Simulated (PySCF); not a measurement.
Correlation energy of Xe⁺ (xenon, charge +1)

[Kr] 4d10 5s2 5p5, 2P determinant. Computed with PySCF 2.14 in x2c-TZVPPall with one added diffuse shell each of s, p, d, f type (9s7p5d3f, 76 functions), with the spin-free X2C one-electron Hamiltonian (Gaussian nucleus). Frozen: [Kr] 4d10; 7 electrons correlated.

```csv
level,correlation energy (mhartree)
CCSD,-123.55
(T),-3.15
CCSD(T),-126.70
```

Diagnostics: T1 = 0.0058, D1 = 0.0173, largest double amplitude 0.038.

Is a single reference adequate?

Yes, within this model without spin-orbit coupling: T1 lies below 0.03 and no double amplitude reaches 0.07.
